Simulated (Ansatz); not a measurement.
`C[O][AlH][SH]` + H₂ → `C[O][AlH2]` + H₂S at 700 K and 1 bar (hydrogenolysis of the Al–S bond).

Computed with Ansatz on PBE0-D4/def2-TZVP structures; ΔE is electronic, products minus reactants. CCSD(T)/CBS is the MP2 limit (def2-TZVPP, def2-QZVPP) plus CCSD(T) − MP2 in def2-TZVPP, frozen cores. This one scheme is used for every species. One conformer a species, not always the lowest.

```tsv
species	CCSD(T)/CBS energy (Eh)	H − E (kJ/mol)	S (J/(mol·K))
`C[O][AlH][SH]`	-756.10453	223.9	451.6
H₂	-1.17544	46.8	155.3
`C[O][AlH2]`	-358.26893	201.7	379.3
H₂S	-398.97279	64.8	236.9
```

H − E and S are ideal-gas, rigid-rotor, harmonic terms from PBE0-D4/def2-TZVP, for one conformer and one mirror image of each species. The MP2-based limit puts H₂ 0.8 mEh under its directly extrapolated value; such offsets cancel only in part. 1 Eh = 2625.50 kJ/mol, R = 8.31446 J/(mol·K).

Question: By hand: ΔE, ΔH, ΔS and ΔG.

Answer: ΔE = (-358.26893) + (-398.97279) − (-756.10453) − (-1.17544) = 0.03825 Eh = 100.4 kJ/mol. Δ(H − E) = 201.7 + 64.8 − 223.9 − 46.8 = -4.2, so ΔH = 96.2 kJ/mol. ΔS = 379.3 + 236.9 − 451.6 − 155.3 = 9.3 J/(mol·K). ΔG = 96.2 − 700 × (9.3)/1000 = 89.7 kJ/mol.

Question: By hand: the equilibrium constant, and the temperature at which ΔG would vanish if ΔH and ΔS stayed fixed.

Answer: log₁₀ K = −ΔG/(RT ln 10) = -6.7. ΔG = 0 at ΔH/ΔS = 10344 K, far beyond where these terms or the molecules hold.

The number of gas molecules stays the same, so ΔS is small and ΔH decides. A doubt of 5 kJ/mol in ΔE shifts log₁₀ K by 0.4 here. Other conformers and mirror images would add mixing entropy, several J/(mol·K) or more a flexible species. Modes under 60 cm⁻¹, often nearly free rotors, make the harmonic entropy too high. These are equilibria of isolated gas molecules and say nothing of rates. Largest T1 diagnostic: 0.012 (customary marks: 0.02 for closed shells, 0.045 for open ones).
